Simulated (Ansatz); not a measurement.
Born–Oppenheimer molecular dynamics of CH₅FO₂Si (10 atoms, charge 0, multiplicity 1). It starts from a relaxed structure.

Theory: Ansatz 0.2.0, RKS B3LYP/def2-SVP.

* ensemble: NVT, Nosé–Hoover chain
* time step: 0.5 fs
* steps asked: 250
* set temperature: 300 K
* thermostat: time constant 1 fs, chain length 1
* seed: 384279

First frame:

```xyz
10
Properties=species:S:1:pos:R:3
Si -0.037 -0.012 -0.047
F -0.058 -0.141 1.580
C 1.725 -0.024 -0.614
H 2.255 -0.916 -0.245
H 1.781 -0.019 -1.714
H 2.256 0.867 -0.241
O -0.728 1.407 -0.519
H -1.689 1.463 -0.462
O -0.970 -1.259 -0.615
H -1.012 -2.062 -0.083
```

Q: How far do the bonds stretch over the last three quarters of this one trajectory? (Pairs bonded in most of those frames.)

A: 
| bond | mean (Å) | spread (Å) | shortest | longest |
| --- | --- | --- | --- | --- |
| Si1–F2 | 1.633 | 0.023 | 1.59 | 1.67 |
| Si1–C3 | 1.858 | 0.031 | 1.80 | 1.91 |
| Si1–O7 | 1.657 | 0.012 | 1.64 | 1.68 |
| Si1–O9 | 1.661 | 0.012 | 1.65 | 1.69 |
| C3–H4 | 1.103 | 0.015 | 1.07 | 1.14 |
| C3–H5 | 1.104 | 0.024 | 1.06 | 1.15 |
| C3–H6 | 1.104 | 0.015 | 1.07 | 1.15 |
| O7–H8 | 0.966 | 0.016 | 0.93 | 0.99 |
| O9–H10 | 0.965 | 0.005 | 0.95 | 0.98 |

Mean temperature of the second half: 299 K. The conserved energy stayed within 0.23 meV per atom of its start (net change 0.11 meV per atom), so the integration is sound. A run of 0.12 ps of so small a system gives no equilibrium averages.

Time of the run: 6.3 min on 2 threads of AMD EPYC 7R43 64-Core Processor (Zen 3), with other jobs on the host, peak memory 0.21 GiB.
